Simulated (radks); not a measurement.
Question: These are the eigenvalues of the occupied orbitals of an atom or ion with whole-number occupations (hartree). Method: scalar-relativistic Kohn-Sham, LDA (Slater exchange, Perdew-Wang correlation), spin-unpolarised, spherical densities, finite nucleus; Fermi nuclear charge, rms radius of each element as measured or else 0.836 A^(1/3) + 0.57 fm; computed with a radial shooting solver on a logarithmic mesh with Libxc functionals.

1s: -1211.947
2s: -188.3070
2p: -169.2423
3s: -38.94510
3p: -32.76478
3d: -23.47850
4s: -7.80964
4p: -5.86730
4d: -3.03103
5s: -1.72177
5p: -1.27222

Which element is it, and in what charge state? The configuration may be excited.

Answer: Z = 53, iodine, charge +3: I3+ in [Kr] 4d10 5s2 5p2. The list shows which subshells hold electrons but not how many an open one holds; the 1s level, -1211.9 hartree, gives Z - s = 49.2 by -(Z - s)^2/2, which with screening and relativity narrows Z to a few neighbours, and the depths of the outer levels then fix element, charge and occupations together.
